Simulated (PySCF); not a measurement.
Vertical excitations of a molecule C₄H₇Cl from TDDFT-PBE/def2-SVPD run with PySCF, as energy in eV (oscillator strength): 6.19 (0.004), 6.50 (0.006), 6.64 (0.013), 7.01 (0.011), 7.03 (0.010), 7.27 (0.023), 7.42 (0.011), 7.52 (0.022), 7.63 (0.008), 7.69 (0.026). Lowest triplet (TDA): 5.65 eV. Geometry optimised at TPSSh-D3(BJ)/def2-SVP. One conformer was computed; it need not be the lowest.

Task: Which molecule gave these data?
A. CC/C=C\Cl
B. ClC1CCC1
C. C=C(Cl)CC
D. C[C@@H]1C[C@H]1Cl

Result: D, C[C@@H]1C[C@H]1Cl
